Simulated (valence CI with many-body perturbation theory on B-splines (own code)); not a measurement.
**Ba XXIV: key properties**

Level of theory: valence CI with perturbative core correlation (CI+MBPT): five valence electrons over a frozen Dirac-Fock core [Ar] 3d10, a basis of 9 s, 9 p, 8 d, 6 f, 3 g, 1 h functions for each j, with the one-electron correlation potential Σ1 (screened to all orders), the two-electron term Σ2, the three-electron term Σ3, Breit, model QED; selected single and double excitations, second order for the rest (own B-spline code, finite nucleus).

No measured levels were compared; by estimate levels hold to about 250 cm⁻¹ or 0.2 % of their energy and the worst to 1 %, as in measured heavy ions of charge 2 to 7; those with d or f electrons hold less well. Among the levels kept, up to 270 cm⁻¹ of a level comes from second order outside the variational space, and about a tenth of that is noise between levels of different J, which matters for small intervals.

Levels are named by their leading jj configuration (3d3/2^4 stands for four electrons in 3d with j = 3/2), which in mixed levels can hold well under half, so a name can repeat and another be missing.

Rates and lifetimes use the calculated energies. Strong lines usually hold to 10 to 20 %, long lifetimes can be off by a factor of two.

Problem. What is the ground level?

Solution. (4s^2 4p1/2^2 4p3/2) J=3/2, composition 39 % 4s2.4p3 2P° + 38 % 4s2.4p3 4S° + 22 % 4s2.4p3 2D°, g = 1.468.

Problem. How well does LS coupling describe the low levels?

Solution. Among the lowest 20 levels the leading LS term, summed over configurations, holds 59 % on average. For single configurations the figures are 55 % in LS and 80 % in jj coupling. Terms mix most in the J = 5/2 level at 99.03 eV, where the leading one holds 32 %.

Problem. Name the longest-lived excited levels whose lifetime is computed, and their main decay.

Solution. (4s^2 4p1/2 4p3/2^2) J=5/2 at 20.26 eV lives 90.6 μs, mostly by M1 to (4s^2 4p1/2^2 4p3/2) J=3/2; (4s^2 4p1/2 4p3/2^2) J=3/2 at 16.89 eV lives 18.3 μs, mostly by M1 to (4s^2 4p1/2^2 4p3/2) J=3/2; (4s^2 4p1/2 4p3/2^2) J=1/2 at 24.65 eV lives 17.6 μs, mostly by M1 to (4s^2 4p1/2^2 4p3/2) J=3/2. The lifetime of (4s^2 4p1/2 4p3/2 4d5/2) J=9/2 is too uncertain to give, and may be longer.

Problem. Among levels below 166.99 eV, which E1 lines absorb most strongly from the ground level?

Solution. to (4s^2 4p1/2 4p3/2 4d3/2) J=5/2 at 10.21 nm, f = 0.665; to (4s^2 4p1/2 4p3/2 4d3/2) J=3/2 at 10.13 nm, f = 0.408; to (4s^2 4p1/2 4p3/2 4d3/2) J=1/2 at 10.13 nm, f = 0.282.

Problem. What is the ionisation energy?

Solution. 754.05 eV; NIST lists 752 ± 4 eV (theoretical).

Problem. What are the static dipole polarisabilities of the lowest levels?

Solution. (4s^2 4p1/2^2 4p3/2) J=3/2 0.171 (tensor 0.0097); (4s^2 4p1/2 4p3/2^2) J=3/2 0.181 (tensor 0.0043); (4s^2 4p1/2 4p3/2^2) J=5/2 0.180; (4s^2 4p1/2 4p3/2^2) J=1/2 0.179 bohr³, of which the core gives 0.00944.

Problem. Where does the other parity begin?

Solution. At (4s 4p1/2^2 4p3/2^2) J=5/2, 71.08 eV.
